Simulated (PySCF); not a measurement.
## Sc³⁺ (scandium, charge +3): r2SCAN calculation

Configuration: [Ar], closed-shell 1S. Calculation: PySCF 2.14, in aug-cc-pVDZ-DK (7s6p4d2f, 59 functions); scalar relativity by spin-free X2C-1e.

```
Total energy                        : -762.493 hartree
One-electron energy                 : -1020.354 hartree
Hartree (Coulomb) energy            : 296.139 hartree
Exchange-correlation energy         : -38.278 hartree
⟨S²⟩                                : 0.0000
⟨L²⟩                                : 0.000
Sum of ⟨r⟩                          : 11.70 bohr
Sum of ⟨r²⟩                         : 13.03 bohr²
Langevin diamagnetic susceptibility : -10.3 ×10⁻⁶ cm³/mol
Time after the integrals            : 2.5 s of wall time on 1 thread of Neoverse-N1 (shared host)
```

| shell | electrons | mean orbital energy (eV) | rms radius, mean of both spins (bohr) |
| --- | --- | --- | --- |
| 1s | 2 | -4448.9 | 0.0845 |
| 2s | 2 | -516.54 | 0.372 |
| 2p | 6 | -428.14 | 0.341 |
| 3s | 2 | -89.332 | 1.13 |
| 3p | 6 | -66.363 | 1.26 |

Densities and radii are taken from the X2C orbitals without a picture-change correction, which distorts them close to the nucleus.
